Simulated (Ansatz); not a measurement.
Br2F2Sn (`[F][Sn]([F])([Br])[Br]`), relaxed with RKS PBE-D4/def2-SVP in Ansatz from a rough embedded geometry. The force threshold is 0.03 eV/Å; the program also tests the step.

Charge 0, multiplicity 1. Sn takes the def2 core potential.

Start:

```xyz
5

F     0.157   -1.942    0.625
Sn    0.086   -0.071    0.043
F     1.793    0.736    0.414
Br   -0.324    0.096   -2.366
Br   -1.713    1.181    1.284
```

```tsv
step	energy (eV)	largest force (eV/Å)	largest move (Å)
1	-151314.2811	0.815	0.000
2	-151314.3156	0.310	0.101
3	-151314.3230	0.006	0.026
```

End:

```xyz
5

F     0.149   -1.878    0.607
Sn    0.048   -0.030    0.026
F     1.788    0.718    0.448
Br   -0.303    0.042   -2.421
Br   -1.682    1.148    1.340
```

It took 5.5 s on 4 threads of an Arm Neoverse V1 on a shared host, with 0.19 GiB of host memory at the peak.
